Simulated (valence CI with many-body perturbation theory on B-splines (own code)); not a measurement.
Energy levels of Au64+

Level of theory: relativistic CI+MBPT: five valence electrons over a frozen Dirac-Fock core [Ne], radial functions for each j: 11 s, 11 p, 10 d, 8 f, 5 g, 2 h, with the one-electron correlation potential Σ1, the two-electron term Σ2, the three-electron term Σ3, Breit, model QED; selected CI, second order for the rest, scaled by the run's own slope (own B-spline code, finite nucleus).

No measured spectrum was set against this ion. As an estimate, large intervals hold to a few tenths of a per cent, small ones and those within an open d or f shell to about a per cent. Among the levels kept, up to 3200 cm⁻¹ of a level comes from second order outside the variational space, and about a tenth of that is noise between levels of different J, which matters for small intervals.

Levels 46 to 90 of 172, with energies above the lowest level, (3s^2 3p1/2^2 3p3/2) J=3/2. "Leading %" is the weight of the configuration and term that name the level; weights of strongly mixed levels are sums over their largest components and can fall short. In the jj column 3d3/2^4 stands for four electrons in 3d with j = 3/2. Lifetimes count E1, E2, E3, M1 and M2 decay at the calculated energies, and are blank where another channel may lead or the interval is too uncertain; long ones can be off by a factor of two.

```tsv
No.	Configuration	Term	J	E (eV)	Leading %	Lifetime	g	Leading jj
46	3s²3p3d²	⁴D°	3/2	1108.0	42	1.59 ps	1.153	3s^2 3p1/2 3d3/2 3d5/2 (96 %)
47	3s²3p3d²	⁴P°	1/2	1110.8	47	1.77 ps	1.776	3s^2 3p1/2 3d3/2 3d5/2 (97 %)
48	3s²3p3d²	²H°	9/2	1111.8	52	2.42 ps	1.010	3s^2 3p1/2 3d3/2 3d5/2 (98 %)
49	3s²3p3d²	⁴D°	5/2	1147.6	23	116 fs	1.146	3s^2 3p1/2 3d3/2 3d5/2 (81 %)
50	3s3p⁴	⁴P	3/2	1148.2	70	523 fs	1.497	3s 3p1/2 3p3/2^3 (87 %)
51	3s²3p3d²	²F°	7/2	1151.3	41	144 fs	1.120	3s^2 3p1/2 3d3/2 3d5/2 (86 %)
52	3s²3p3d²	²P°	3/2	1157.9	22	112 fs	1.318	3s^2 3p1/2 3d3/2 3d5/2 (83 %)
53	3s3p⁴	²D	5/2	1168.6	61	518 fs	1.291	3s 3p1/2 3p3/2^3 (86 %)
54	3s3p²3d²	⁴F	3/2	1170.2	43	9.51 ps	0.468	3s 3p1/2^2 3d3/2^2 (98 %)
55	3s3p²3d²	⁴F	5/2	1181.5	23	7.33 ps	1.050	3s 3p1/2^2 3d3/2^2 (96 %)
56	3s3p⁴	²P	1/2	1190.1	46	279 fs	1.397	3s 3p1/2 3p3/2^3 (72 %)
57	3s3p⁴	²P	3/2	1192.7	37	227 fs	1.130	3s 3p1/2 3p3/2^3 (75 %)
58	3s3p²3d²	⁴P	1/2	1204.0	44	7.05 ps	2.250	3s 3p1/2^2 3d3/2^2 (96 %)
59	3s²3p3d²	⁴D°	7/2	1228.3	36	1.08 ps	1.226	3s^2 3p1/2 3d5/2^2 (95 %)
60	3s²3p3d²	²G°	9/2	1230.4	31	1.50 ps	1.116	3s^2 3p1/2 3d5/2^2 (98 %)
61	3s²3p²3d	²F	7/2	1237.1	44	298 fs	1.094	3s^2 3p3/2^2 3d3/2 (98 %)
62	3s²3p²3d	²D	5/2	1239.3	26	193 fs	1.156	3s^2 3p3/2^2 3d3/2 (88 %)
63	3s²3p3d²	²P°	3/2	1239.3	28	999 fs	1.317	3s^2 3p1/2 3d5/2^2 (96 %)
64	3s²3p3d²	²F°	5/2	1240.5	38	1.19 ps	1.090	3s^2 3p1/2 3d5/2^2 (98 %)
65	3s²3p²3d	⁴P	3/2	1244.6	22	130 fs	1.176	3s^2 3p3/2^2 3d3/2 (74 %)
66	3s²3p²3d	⁴P	1/2	1246.7	39	114 fs	1.680	3s^2 3p3/2^2 3d3/2 (74 %)
67	3s²3p²3d	²D	3/2	1262.4	67	184 fs	0.818	3s^2 3p3/2^2 3d3/2 (89 %)
68	3s²3p3d²	²P°	1/2	1268.9	69	974 fs	0.644	3s^2 3p1/2 3d5/2^2 (96 %)
69	3s3p²3d²	⁴F	7/2	1291.7	29	2.65 ps	1.216	3s 3p1/2^2 3d3/2 3d5/2 (97 %)
70	3s3p²3d²	⁴F	5/2	1296.4	22	2.43 ps	1.162	3s 3p1/2^2 3d3/2 3d5/2 (97 %)
71	3s3p²3d²	⁴P	3/2	1303.9	29	2.24 ps	1.576	3s 3p1/2^2 3d3/2 3d5/2 (98 %)
72	3s3p²3d²	²G	9/2	1311.8	27	2.20 ps	1.179	3s 3p1/2^2 3d3/2 3d5/2 (95 %)
73	3s3p²3d²	²F	5/2	1313.8	25	2.21 ps	1.113	3s 3p1/2^2 3d3/2 3d5/2 (98 %)
74	3s²3p²3d	²F	7/2	1318.3	45	19.5 ps	1.203	3s^2 3p3/2^2 3d5/2 (88 %)
75	3s²3p²3d	⁴F	9/2	1320.8	62	55.7 ps	1.237	3s^2 3p3/2^2 3d5/2 (96 %)
76	3s3p²3d²	²G	7/2	1321.3	27	2.39 ps	0.958	3s 3p1/2^2 3d3/2 3d5/2 (89 %)
77	3s3p²3d²	²P	3/2	1321.7	21	2.23 ps	1.081	3s 3p1/2^2 3d3/2 3d5/2 (96 %)
78	3s3p²3d²	²P	1/2	1327.9	29	2.32 ps	1.211	3s 3p1/2^2 3d3/2 3d5/2 (82 %)
79	3s²3p²3d	²P	1/2	1331.8	51	4.52 ps	1.159	3s^2 3p3/2^2 3d5/2 (83 %)
80	3s²3p²3d	²D	5/2	1353.2	74	215 ps	1.197	3s^2 3p3/2^2 3d5/2 (99 %)
81	3s3p³3d	⁶D°	3/2	1364.3	26	969 fs	1.264	3s 3p1/2 3p3/2^2 3d3/2 (82 %)
82	3s²3p²3d	²P	3/2	1365.8	44	1.10 ps	1.192	3s^2 3p3/2^2 3d5/2 (96 %)
83	3s²3p²3d	²D	5/2	1371.6	51	892 fs	1.182	3s^2 3p3/2^2 3d5/2 (95 %)
84	3s3p³3d	⁶D°	1/2	1374.4	45	808 fs	2.115	3s 3p1/2 3p3/2^2 3d3/2 (97 %)
85	3s3p³3d	⁴F°	5/2	1376.5	37	1.02 ps	1.213	3s 3p1/2 3p3/2^2 3d3/2 (95 %)
86	3s3p³3d	⁴G°	7/2	1389.3	34	742 fs	1.177	3s 3p1/2 3p3/2^2 3d3/2 (96 %)
87	3p⁵	²P°	3/2	1394.2	52	263 fs	1.289	3p1/2^2 3p3/2^3 (52 %)
88	3s3p³3d	²G°	9/2	1404.8	45	824 fs	1.147	3s 3p1/2 3p3/2^2 3d3/2 (97 %)
89	3s3p³3d	⁴F°	3/2	1413.3	44	318 fs	0.789	3s 3p1/2 3p3/2^2 3d3/2 (89 %)
90	3s3p²3d²	⁴F	9/2	1419.3	30	1.46 ps	1.262	3s 3p1/2^2 3d5/2^2 (96 %)
```
